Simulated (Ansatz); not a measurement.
CH8BFSi2 can be A, `BC([SiH3])[SiH2]F`, or B, `BC(F)([SiH3])[SiH3]`.

Calculated with Ansatz (gas phase, PBE0-D4/def2-TZVP geometries, no zero-point term in ΔE). CBS: MP2 limit from def2 TZ/QZ plus the TZ coupled-cluster correction, frozen cores. Functionals use def2-TZVPP. B3LYP here is the variant with VWN-RPA as its local correlation; programs differ in this. Each species was taken in one conformer, which may not be the lowest.

**Question.** Which isomer does CCSD(T)/CBS put lower? Give the gap. (Estimate.)

**Answer.** Ansatz gave: A, by 265.6 kJ/mol.

**Question.** Give E(B) − E(A) in kJ/mol with HF/def2-TZVPP, PBE0-D4, B2PLYP, CCSD(T)/def2-TZVPP, PBE-D4, MP2/def2-TZVPP, B3LYP. (An estimate is asked.)

**Answer.** Ansatz gave: HF/def2-TZVPP 269.4, PBE0-D4 249.8, B2PLYP 258.8, CCSD(T)/def2-TZVPP 262.0, PBE-D4 235.8, MP2/def2-TZVPP 277.1, B3LYP 248.2. None reverses the order clearly.

Largest T1 diagnostic: 0.014.

From PBE to PBE0 (25 % exact exchange), in def2-TZVPP and without D4, E(B) − E(A) moves by +14.0 kJ/mol.
